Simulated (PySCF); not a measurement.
The same groups moved round the core (butadiene methyl+boryl). Gas-phase values, no solvent. One relaxed conformer stands for each flexible species; it need not be the lowest. Strings in code marks are SMILES.

The S1 excitation (TDA) from two functionals at the same geometries (CAM-B3LYP-D3(BJ)/def2-TZVP), both in PySCF: PBE-D3(BJ)/def2-TZVP and TPSSh-D3(BJ)/def2-TZVP. Excitations are Tamm–Dancoff values on a coarser integration grid. The basis has no diffuse functions, so Rydberg states are missing or too high.

```tsv
species	PBE-D3(BJ)/def2-TZVP (eV)	TPSSh-D3(BJ)/def2-TZVP (eV)
`C(C)(C(=C)B)=C`	3.70	4.14
`BC(=C)/C=C\C`	3.57	4.04
`C/C(B)=C/C=C`	4.27	4.52
`B/C(C=C)=C/C`	3.90	4.29
`C(=C(\C=C)C)/B`	4.25	4.87
`C(/C(C)=C)=C/B`	4.12	4.74
```

Over these rows, drawn at random from the members with no instability flagged (it was tested for open shells, ions and some series alone), PBE minus TPSSh-D3(BJ): mean -0.47 eV, from -0.62 eV to -0.25 eV.
